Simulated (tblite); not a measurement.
Species: C5H8O2Si.
Atom-mapped SMILES: `[CH:1]#[C:2][C:3](=[O:4])[O:5][SiH:6]([CH3:7])[CH3:8]` (hydrogens: H9 on C1; H10 on Si6; H11, H12, H13 on C7; H14, H15, H16 on C8)

Cartesian coordinates in Å at the GFN2-xTB level; atoms count from 1:
```xyz
16
C5H8O2Si angstrom
C      4.0887    0.2437   -0.0697
C      2.9035    0.2248   -0.2554
C      1.4797    0.2097   -0.5083
O      0.9957    0.4779   -1.5772
O      0.7892   -0.1291    0.5655
Si    -0.8849   -0.2512    0.6434
C     -1.4973   -1.5842   -0.5603
C     -1.6782    1.4327    0.2745
H      5.1265    0.2601    0.0952
H     -0.9451   -0.6440    2.0499
H     -2.5716   -1.7211   -0.4878
H     -1.2653   -1.3141   -1.5879
H     -1.0284   -2.5443   -0.3598
H     -2.7585    1.3929    0.3727
H     -1.4476    1.7558   -0.7381
H     -1.3140    2.1993    0.9537
```

Computed with GFN2-xTB (tblite): harmonic, unscaled wavenumbers at the GFN2-xTB geometry, gas phase. This tight-binding method is rough: wavenumbers can miss measured ones by several per cent, in bad cases by 10 to 20. Modes of hydrogen on silicon can be 10 to 20 % off. One conformer, not necessarily the lowest.

Harmonic wavenumbers (cm⁻¹): 38.6, 63.5, 81.0, 109.3, 120.8, 133.4, 180.0, 192.2, 235.1, 262.0, 436.2, 562.1, 597.9, 631.3, 650.7, 671.5, 704.1, 744.4, 761.1, 763.0, 802.6, 838.0, 841.6, 863.2, 926.0, 1203.6, 1370.0, 1372.1, 1470.7, 1474.9, 1476.3, 1481.0, 1735.2, 2247.2, 2280.5, 3027.8, 3029.8, 3031.8, 3033.8, 3050.3, 3053.1, 3375.1.

A = 3404, B = 952.5, C = 926.6 MHz; mass 128.029 u (most abundant isotopes); point group Cs, symmetry number 1.

Zero-point energy?

Half the sum of the wavenumbers: 24961 cm⁻¹ = 298.60 kJ/mol.

Give the ideal-gas entropy at 500 K and 1 bar in the rigid-rotor, harmonic-oscillator model (classical rotation).

Translation 180.12, rotation 128.04, vibration 233.23: S = 541.4 J/(mol K).

And Cp and H(500 K) − H(0)?

Cp = 223.57 J/(mol K), of which vibrations give 190.31 (their classical limit is 42 R = 349.2); H(500 K) − H(0) = 71.94 kJ/mol without the zero-point energy, 55.31 from vibrations.

Blend soft modes into free rotors: weight 1/[1 + (100 cm⁻¹/ν̃)⁴] for the oscillator and the rest for a rotor with moment μB/(μ + B), μ = h/(8π²ν), B = 10⁻⁴⁴ kg m². What vibrational entropy results?

211.31 J/(mol K) in place of 233.23, which changes −T·S at 500 K by +10.96 kJ/mol.

What must be added to the electronic energy to get the Gibbs energy at 500 K and 1 bar?

ZPE + [H(500 K) − H(0)] − T·S = 298.60 + 71.94 − 270.69 = 99.85 kJ/mol.

How do the functions run with temperature in this model?

```json
{"T (K)": "50", "S (J/(mol K))": "251.0", "Cp (J/(mol K))": "65.4", "H − H(0) (kJ/mol)": "2.31", "G − H(0) (kJ/mol)": "-10.24", "ln q(vib)": "0.79"}
{"T (K)": "100", "S (J/(mol K))": "305.8", "Cp (J/(mol K))": "93.0", "H − H(0) (kJ/mol)": "6.34", "G − H(0) (kJ/mol)": "-24.24", "ln q(vib)": "2.53"}
{"T (K)": "298.15", "S (J/(mol K))": "440.7", "Cp (J/(mol K))": "166.8", "H − H(0) (kJ/mol)": "32.12", "G − H(0) (kJ/mol)": "-99.26", "ln q(vib)": "9.05"}
{"T (K)": "373.15", "S (J/(mol K))": "480.8", "Cp (J/(mol K))": "190.9", "H − H(0) (kJ/mol)": "45.55", "G − H(0) (kJ/mol)": "-133.84", "ln q(vib)": "11.25"}
{"T (K)": "750", "S (J/(mol K))": "641.1", "Cp (J/(mol K))": "268.2", "H − H(0) (kJ/mol)": "133.82", "G − H(0) (kJ/mol)": "-347.04", "ln q(vib)": "20.97"}
{"T (K)": "1000", "S (J/(mol K))": "722.7", "Cp (J/(mol K))": "298.1", "H − H(0) (kJ/mol)": "204.84", "G − H(0) (kJ/mol)": "-517.82", "ln q(vib)": "26.44"}
```

q(vib) and H(0) count from the zero-point level.

Which modes carry the vibrational entropy at 500 K?

38.6 cm⁻¹: 26.59; 63.5 cm⁻¹: 22.46; 81.0 cm⁻¹: 20.44; 109.3 cm⁻¹: 17.97; 120.8 cm⁻¹: 17.14; 133.4 cm⁻¹: 16.33 J/(mol K); the other 36 give 112.30 together.

Hindered rotation and anharmonicity are outside this model. Other conformers, if any are populated, would add a mixing term that is left out.

The run took 0.59 s of wall time on Arm Neoverse V1, one thread, shared host with 32 logical CPUs at a one-minute load of 32. The figure is for the frequency step alone.
